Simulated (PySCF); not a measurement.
PySCF input file for GeS, SMILES [S]=[Ge] (connectivity only; charge and spin as stated), neutral, multiplicity 1, TDA-M06-2X/def2-TZVPD. The structure is a stationary point at B3LYP-D3(BJ)/def2-TZVP.

```python
import numpy as np
from pyscf import gto, scf, dft, tdscf

mol = gto.M(
    atom='''
    Ge    0.00000000    0.00000000   -0.67615974
    S     0.00000000    0.00000000    1.35231948
    ''',
    basis='def2-TZVPD',
    charge=0,
    spin=0,
    symmetry=True,
    symmetry_subgroup='C2v',
    max_memory=1600,
    verbose=4,
)
mf = dft.RKS(mol, xc='m06-2x').density_fit(auxbasis='def2-universal-jkfit')
mf.grids.level = 4
mf.conv_tol = 1e-9
mf.max_cycle = 100
mf.kernel()
mf.grids = dft.Grids(mol).set(level=2).build(with_non0tab=True)  # coarser grid for the response kernel
td = tdscf.TDA(mf)
td.singlet = True
td.nstates = 10
td.conv_tol = 1e-4
td.kernel(x0=td.get_init_guess(mf, 15))
td.analyze()
tt = tdscf.TDA(mf)
tt.singlet = False
tt.nstates = 4
tt.conv_tol = 1e-4
tt.kernel(x0=tt.get_init_guess(mf, 9))
tt.analyze(verbose=3)
```

Program output:

```
PySCF version 2.14.0

[INPUT] verbose = 4
[INPUT] num. atoms = 2
[INPUT] num. electrons = 48
[INPUT] charge = 0
[INPUT] spin (= nelec alpha-beta = 2S) = 0
[INPUT] symmetry True subgroup C2v
[INPUT] Mole.unit = angstrom
[INPUT] Symbol           X                Y                Z      unit          X                Y                Z       unit  Magmom
[INPUT]  1 Ge     0.000000000000   0.000000000000  -0.676159740000 AA    0.000000000000   0.000000000000  -1.277756725057 Bohr   0.0
[INPUT]  2 S      0.000000000000   0.000000000000   1.352319480000 AA    0.000000000000   0.000000000000   2.555513450114 Bohr   0.0

nuclear repulsion = 133.567418053728
point group symmetry = Coov, use subgroup C2v
symmetry origin: [0. 0. 0.]
symmetry axis x: [1. 0. 0.]
symmetry axis y: [0. 1. 0.]
symmetry axis z: [0. 0. 1.]
num. orbitals of irrep A1 = 44
num. orbitals of irrep A2 = 10
num. orbitals of irrep B1 = 23
num. orbitals of irrep B2 = 23
number of shells = 34
number of NR pGTOs = 178
number of NR cGTOs = 100
basis = def2-TZVPD
ecp = {}


[settings echo left out]
init E= -2474.60962947388
HOMO (A1) = -0.277917391290345  LUMO (B2) = -0.0798351862866564  gap/eV = 5.39009
cycle= 1 E= -2475.13576161303  delta_E= -0.526  |g|= 0.569  |ddm|= 1.47
HOMO (B2) = -0.268104608977536  LUMO (B1) = -0.0773938567585919  gap/eV = 5.18950
cycle= 2 E= -2474.89257566235  delta_E= 0.243  |g|= 1.06  |ddm|= 1.38
HOMO (A1) = -0.330031361203154  LUMO (B2) = -0.0633011286064615  gap/eV = 7.25810
cycle= 3 E= -2475.22261833489  delta_E= -0.33  |g|= 0.0913  |ddm|= 0.915
HOMO (B2) = -0.320961814886491  LUMO (B2) = -0.0596563207899194  gap/eV = 7.11048
cycle= 4 E= -2475.22404895261  delta_E= -0.00143  |g|= 0.0363  |ddm|= 0.107
HOMO (B1) = -0.327069590381257  LUMO (B1) = -0.0578481429786457  gap/eV = 7.32589
cycle= 5 E= -2475.22442741133  delta_E= -0.000378  |g|= 0.00409  |ddm|= 0.0448
HOMO (B1) = -0.327076559565818  LUMO (B2) = -0.0576011214862095  gap/eV = 7.33280
cycle= 6 E= -2475.22443300764  delta_E= -5.6e-06  |g|= 0.00159  |ddm|= 0.00968
HOMO (B2) = -0.326738609885222  LUMO (B1) = -0.0575336979222154  gap/eV = 7.32544
cycle= 7 E= -2475.22443383492  delta_E= -8.27e-07  |g|= 0.00073  |ddm|= 0.00334
HOMO (B1) = -0.326729584390499  LUMO (B1) = -0.0576124321213634  gap/eV = 7.32305
cycle= 8 E= -2475.2244340292  delta_E= -1.94e-07  |g|= 0.000119  |ddm|= 0.00148
HOMO (B2) = -0.326713789006897  LUMO (B2) = -0.0575997641456887  gap/eV = 7.32297
cycle= 9 E= -2475.22443403763  delta_E= -8.43e-09  |g|= 3.18e-05  |ddm|= 0.000378
HOMO (B2) = -0.326712634446837  LUMO (B1) = -0.0576007275994161  gap/eV = 7.32291
cycle= 10 E= -2475.22443403817  delta_E= -5.43e-10  |g|= 3.34e-06  |ddm|= 6.41e-05
HOMO (B1) = -0.326713572482456  LUMO (B1) = -0.0576012963050712  gap/eV = 7.32292
Extra cycle  E= -2475.22443403818  delta_E= -7.28e-12  |g|= 3.14e-06  |ddm|= 7.38e-06
converged SCF energy = -2475.22443403818
tot grids = 24784


******** <class 'pyscf.tdscf.rks.TDA'> for <class 'pyscf.df.df_jk.DFSymAdaptedRKS'> ********
nstates = 10 singlet
deg_eia_thresh = 1.000e-03
wfnsym = None
conv_tol = 0.0001
eigh lindep = 1e-12
eigh level_shift = 0
eigh max_cycle = 100


Excitation energies (eV)
[3.67730318 3.90429327 3.90454146 4.14193211 4.14193211 6.08355546
 7.15473407 7.15473407 7.60632546 7.60632546]

** Singlet excitation energies and oscillator strengths **
Excited State   1:   A2      3.67730 eV    337.16 nm  f=0.0000
      23 -> 26        0.49605
      24 -> 25       -0.49605
Excited State   2:   A1      3.90429 eV    317.56 nm  f=0.0000
      23 -> 25        0.49664
      24 -> 26       -0.49664
Excited State   3:   A2      3.90454 eV    317.54 nm  f=0.0000
      23 -> 26        0.49664
      24 -> 25        0.49664
Excited State   4:   B2      4.14193 eV    299.34 nm  f=0.0253
      22 -> 26        0.69794
Excited State   5:   B1      4.14193 eV    299.34 nm  f=0.0253
      22 -> 25        0.69794
Excited State   6:   A1      6.08356 eV    203.80 nm  f=0.1385
      22 -> 27       -0.21941
      22 -> 28        0.11946
      22 -> 31       -0.18193
      22 -> 36        0.18109
      23 -> 25       -0.41725
      24 -> 26       -0.41725
Excited State   7:   B1      7.15473 eV    173.29 nm  f=0.0969
      23 -> 27       -0.64507
      23 -> 31       -0.24397
      23 -> 37       -0.10964
Excited State   8:   B2      7.15473 eV    173.29 nm  f=0.0969
      24 -> 27        0.64507
      24 -> 31        0.24397
      24 -> 37        0.10964
Excited State   9:   B1      7.60633 eV    163.00 nm  f=0.0603
      23 -> 28        0.67997
      23 -> 36        0.15801
Excited State  10:   B2      7.60633 eV    163.00 nm  f=0.0603
      24 -> 28       -0.67997
      24 -> 36       -0.15801

** Transition electric dipole moments (AU) **
state          X           Y           Z        Dip. S.      Osc.
  1         0.0000     -0.0000     -0.0000      0.0000      0.0000
  2         0.0000      0.0000     -0.0000      0.0000      0.0000
  3        -0.0000     -0.0000     -0.0000      0.0000      0.0000
  4        -0.0000      0.4997     -0.0000      0.2497      0.0253
  5         0.4997      0.0000      0.0000      0.2497      0.0253
  6        -0.0000      0.0000      0.9639      0.9290      0.1385
  7        -0.7433     -0.0000      0.0000      0.5526      0.0969
  8         0.0000      0.7433     -0.0000      0.5526      0.0969
  9         0.5687      0.0000     -0.0000      0.3234      0.0603
 10        -0.0000     -0.5687     -0.0000      0.3234      0.0603

** Transition velocity dipole moments (imaginary part, AU) **
state          X           Y           Z        Dip. S.      Osc.
  1         0.0000     -0.0000     -0.0000      0.0000      0.0000
  2         0.0000      0.0000     -0.0000      0.0000      0.0000
  3        -0.0000     -0.0000     -0.0000      0.0000      0.0000
  4        -0.0000      0.0194     -0.0000      0.0004      0.0016
  5         0.0194      0.0000      0.0000      0.0004      0.0016
  6        -0.0000      0.0000     -0.0804      0.0065      0.0193
  7        -0.1827      0.0000      0.0000      0.0334      0.0846
  8        -0.0000      0.1827      0.0000      0.0334      0.0846
  9         0.1276     -0.0000     -0.0000      0.0163      0.0388
 10         0.0000     -0.1276     -0.0000      0.0163      0.0388

** Transition magnetic dipole moments (imaginary part, AU) **
state          X           Y           Z
  1         0.0000     -0.0000     -0.0000
  2         0.0000     -0.0000     -0.0000
  3         0.0000     -0.0000     -0.0000
  4        -1.5566     -0.0000     -0.0000
  5        -0.0000      1.5566     -0.0000
  6         0.0000      0.0000     -0.0000
  7        -0.0000      0.1614     -0.0000
  8         0.1614     -0.0000     -0.0000
  9        -0.0000     -0.2347      0.0000
 10        -0.2347      0.0000      0.0000


******** <class 'pyscf.tdscf.rks.TDA'> for <class 'pyscf.df.df_jk.DFSymAdaptedRKS'> ********
nstates = 4 triplet
deg_eia_thresh = 1.000e-03
wfnsym = None
conv_tol = 0.0001
eigh lindep = 1e-12
eigh level_shift = 0
eigh max_cycle = 100


Excitation energies (eV)
[2.95013381 3.04543972 3.04543972 3.29802808]

** Triplet excitation energies and oscillator strengths **
Excited State   1:   A1      2.95013 eV    420.27 nm  f=0.0000
Excited State   2:   B1      3.04544 eV    407.11 nm  f=0.0000
Excited State   3:   B2      3.04544 eV    407.11 nm  f=0.0000
Excited State   4:   A1      3.29803 eV    375.93 nm  f=0.0000
```

The calculation finished and met its thresholds.

Cost: about 50 core-seconds (a rough figure).
